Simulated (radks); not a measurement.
Coulomb parameter of the 3d shell of the zinc ion Zn2+ in the model configuration [Ar] 3d9 4p1, as a second difference U = [E(n + 0.25) + E(n - 0.25) - 2 E(n)] / (0.25)^2 with all orbitals relaxed. "Bare": the charge of the atom changes with n. "Screened": the 4p shell takes up the change at fixed total charge, which measures U(3d,3d) + U(4p,4p) - 2 U(3d,4p). All-electron calculation, scalar-relativistic Kohn-Sham, r2SCAN, spin-unpolarised, spherical densities, finite nucleus; meta-GGA in the generalised Kohn-Sham scheme; Fermi nuclear charge, rms radius 3.9283 fm. Program: a radial shooting solver on a logarithmic mesh with Libxc functionals.

start: configuration [Ar] 3d9 4p1; E - E(n) (eV) 0.000
bare +0.25: configuration [Ar] 3d9.25 4p1; E - E(n) (eV) -9.387
bare -0.25: configuration [Ar] 3d8.75 4p1; E - E(n) (eV) 10.617
screened +0.25: configuration [Ar] 3d9.25 4p0.75; E - E(n) (eV) -5.337
screened -0.25: configuration [Ar] 3d8.75 4p1.25; E - E(n) (eV) 5.744

U(bare) = 19.674 eV, U(screened by 4p) = 6.523 eV, against the Slater integral F0(3d,3d) = 30.583 eV with frozen orbitals.
